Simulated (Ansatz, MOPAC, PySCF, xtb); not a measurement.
Spectroscopic constants of AsO+, closed-shell singlet (lowest of 2S+1 = 1, 3, 5 at CCSD(T)/def2-TZVPP on PBE0 minima; our sources give no spin for the ground state, which may be another). No spin–orbit coupling. As is treated without relativity.

The constants come from a fifth-degree fit in 1/R (seven points, main isotopes). Runs in def2 and cc sets follow the lowest solution found near the PBE0 minimum. The singlet is held restricted. HF and MP2 rows in def2 and cc sets belong to the determinant that coupled cluster picked by its CCSD energy.

Programs: Ansatz (Gaussian orbitals); MOPAC for AM1, PM3, PM6, PM7 (differences of heats of formation); PySCF for 3-21G rows, LANL2DZ rows, STO-3G rows; xtb for the GFN methods. 

| level | r_e (Å) | ω_e (cm⁻¹) | α_e (cm⁻¹) | B_e (cm⁻¹) |
|---|---|---|---|---|
| AM1 | 1.631 | 1038 | 0.00078 | 0.481 |
| PM3 | 1.576 | 1085 | 0.0012 | 0.515 |
| PM6 | 1.552 | 1058 | 0.0012 | 0.531 |
| PM7 | 1.579 | 1066 | 0.0014 | 0.513 |
| GFN1-xTB | 1.517 | 1162 | 0.0040 | 0.556 |
| GFN2-xTB | 1.490 | 1191 | 0.0047 | 0.576 |
| HF/STO-3G | 1.498 | 1261 | 0.0023 | 0.570 |
| HF/3-21G | 1.561 | 1283 | 0.0021 | 0.525 |
| HF/def2-TZVPP | 1.521 | 1344 | 0.0025 | 0.553 |
| HF/def2-QZVPP | 1.518 | 1345 | 0.0025 | 0.555 |
| SVWN5/def2-TZVPP | 1.567 | 1132 | 0.0030 | 0.521 |
| PBE/def2-TZVPP | 1.584 | 1095 | 0.0030 | 0.510 |
| BP86/LANL2DZ | 1.642 | 950 | 0.0026 | 0.475 |
| r2SCAN/def2-TZVPP | 1.566 | 1152 | 0.0029 | 0.522 |
| B97M-V/def2-TZVPP | 1.560 | 1168 | 0.0029 | 0.526 |
| B3LYP/LANL2DZ | 1.617 | 1008 | 0.0026 | 0.489 |
| B3LYP/def2-TZVPP | 1.567 | 1154 | 0.0029 | 0.521 |
| PBE0/def2-TZVPP | 1.557 | 1187 | 0.0028 | 0.527 |
| BHLYP/def2-TZVPP | 1.541 | 1248 | 0.0027 | 0.538 |
| CAM-B3LYP/def2-TZVPP | 1.553 | 1205 | 0.0027 | 0.530 |
| wB97M-V/def2-TZVPP | 1.554 | 1211 | 0.0027 | 0.530 |
| B2PLYP/def2-TZVPP | 1.584 | 1060 | 0.0035 | 0.510 |
| MP2/def2-TZVPP | 1.597 | 1008 | 0.0036 | 0.502 |
| SCS-MP2/def2-TZVPP | 1.589 | 1041 | 0.0035 | 0.506 |
| SCS-MP2/def2-QZVPP | 1.582 | 1051 | 0.0035 | 0.511 |
| CCSD/def2-TZVPP | 1.560 | 1178 | 0.0028 | 0.526 |
| CCSD/def2-QZVPP | 1.553 | 1190 | 0.0028 | 0.530 |
| CCSD(T)/def2-TZVPP | 1.578 | 1096 | 0.0032 | 0.514 |
| CCSD(T)/def2-QZVPP | 1.571 | 1109 | 0.0032 | 0.519 |
| CCSD(T)/CBS(def2-TZVPP, def2-QZVPP) | 1.567 | 1118 | 0.0032 | 0.521 |

Correlated levels freeze the inner cores; with def2 sets outer-core shells near the valence are correlated too. CBS(a, b) extrapolates the correlation energy as X⁻³ and adds the Hartree–Fock energy of set b. Rows in 3-21G, LANL2DZ, STO-3G carry no dispersion term and start afresh at each structure; the Pople sets are all-electron and without relativity. LANL2DZ brings its own core potentials from Na on. The state reached by AM1, PM3, PM6, PM7 isn't checked; PM7 holds dispersion and hydrogen-bond terms.

Doubts at one or more of the structures used: a restricted determinant that unrestricted orbitals would lower (HF/def2-TZVPP, HF/def2-QZVPP, MP2/def2-TZVPP, SCS-MP2/def2-TZVPP, SCS-MP2/def2-QZVPP, CCSD/def2-TZVPP, CCSD/def2-QZVPP, CCSD(T)/def2-TZVPP, CCSD(T)/def2-QZVPP, CCSD(T)/CBS(def2-TZVPP, def2-QZVPP)).

Ansatz is a program for electronic structure.
